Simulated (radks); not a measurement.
Question: Yb IV, configuration [Kr] 4d10 4f13 5s2 5p4 5d2 (not the ground configuration). Calculated with a radial shooting solver on a logarithmic mesh with Libxc functionals: Dirac Kohn-Sham, exchange-only PBE, spin-unpolarised, spherical densities, finite nucleus; open shells fill j = l - 1/2 first; Fermi nuclear charge, rms radius 5.3108 fm. Some entries of the table are withheld. Estimate them.

| orbital | occ. | eigenvalue (eV) | <1/r> (bohr^-1) | r(max) (bohr) |
|---|---|---|---|---|
| 1s1/2 | 2 | -61190.41 | 80.61 | 0.01237 |
| 2s1/2 | 2 | -10393.22 | 19.46 | 0.07077 |
| 2p1/2 | 2 | -9916.504 | 19.44 | 0.05296 |
| 2p3/2 | 4 | -8869.390 | 16.69 | 0.05938 |
| 3s1/2 | 2 | -2372.150 | (1) | 0.1997 |
| 3p1/2 | 2 | -2161.457 | (2) | 0.1874 |
| 3p3/2 | 4 | -1939.232 | (3) | 0.2008 |
| 3d3/2 | 4 | -1580.128 | 6.233 | 0.1581 |
| 3d5/2 | 6 | -1531.571 | 6.063 | 0.1618 |
| 4s1/2 | 2 | -497.3141 | 2.986 | 0.4555 |
| 4p1/2 | 2 | (4) | 2.877 | 0.4568 |
| 4p3/2 | 4 | (5) | 2.632 | 0.4851 |
| 4d3/2 | 4 | -221.1450 | 2.411 | 0.4857 |
| 4d5/2 | 6 | -211.9502 | 2.351 | 0.4949 |
| 5s1/2 | 2 | -89.0301 | 1.138 | 1.058 |
| 5p1/2 | 2 | (6) | 1.014 | 1.144 |
| 5p3/2 | 2 | (7) | 0.9316 | 1.227 |
| 4f5/2 | 6 | (8) | 1.818 | (9) |
| 4f7/2 | 7 | (10) | 1.791 | (11) |
| 5d3/2 | 2 | -27.1576 | 0.6509 | 1.604 |
| 5d5/2 | 0 | -26.5300 | 0.6350 | 1.642 |

Answer: 
(1) 3s1/2 <1/r> (bohr^-1): 7.134
(2) 3p1/2 <1/r> (bohr^-1): 7.051
(3) 3p3/2 <1/r> (bohr^-1): 6.345
(4) 4p1/2 eigenvalue (eV): -411.9995
(5) 4p3/2 eigenvalue (eV): -361.6066
(6) 5p1/2 eigenvalue (eV): -64.8935
(7) 5p3/2 eigenvalue (eV): -57.9605
(8) 4f5/2 eigenvalue (eV): -40.7759
(9) 4f5/2 r(max) (bohr): 0.4777
(10) 4f7/2 eigenvalue (eV): -39.3645
(11) 4f7/2 r(max) (bohr): 0.4830
